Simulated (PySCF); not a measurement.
MgAs⁻: from constants to spectrum

PBE0 constants of MgAs⁻, ³Π (triplet), unpaired electrons σ ↑, π ↑ (PySCF, no relativity, basis sets Mg aug-pcseg-1, As aug-pcseg-1; masses 23.9850 and 74.9216 u):

- ωe: 281.5 cm⁻¹
- ωexe: 2.01 cm⁻¹
- Be: 0.14451 cm⁻¹
- αe: 0.00115 cm⁻¹
- D (centrifugal): 1.52e-07 cm⁻¹
- De to Mg + As⁻: 1.32 eV

Q: Give the vibrational terms G(v) and spacings up to v = 6.

A: G(v) = ωe(v+½) − ωexe(v+½)².

```json
{"v": "0", "G(v) (cm⁻¹)": "140.2", "G(v) − G(v−1)": "", "Bv (cm⁻¹)": "0.1439"}
{"v": "1", "G(v) (cm⁻¹)": "417.7", "G(v) − G(v−1)": "277.5", "Bv (cm⁻¹)": "0.1428"}
{"v": "2", "G(v) (cm⁻¹)": "691.2", "G(v) − G(v−1)": "273.5", "Bv (cm⁻¹)": "0.1416"}
{"v": "3", "G(v) (cm⁻¹)": "960.6", "G(v) − G(v−1)": "269.4", "Bv (cm⁻¹)": "0.1405"}
{"v": "4", "G(v) (cm⁻¹)": "1226.0", "G(v) − G(v−1)": "265.4", "Bv (cm⁻¹)": "0.1393"}
{"v": "5", "G(v) (cm⁻¹)": "1487.4", "G(v) − G(v−1)": "261.4", "Bv (cm⁻¹)": "0.1382"}
{"v": "6", "G(v) (cm⁻¹)": "1744.8", "G(v) − G(v−1)": "257.4", "Bv (cm⁻¹)": "0.1370"}
```

Q: How well does the Morse estimate ωe²/(4ωexe) reproduce De, and what is D0?

A: It gives 1.22 eV, 93 % of the computed De. D0 = De − G(0) = 1.32 − 0.02 = 1.30 eV.

Spin–orbit coupling is left out. For an ion De counts to the pair picked by the measured ionisation energies or electron affinities, which need not be the lowest pair at this level. The state is the lowest determinant that a PBE0 search found; another state may lie lower at other levels.
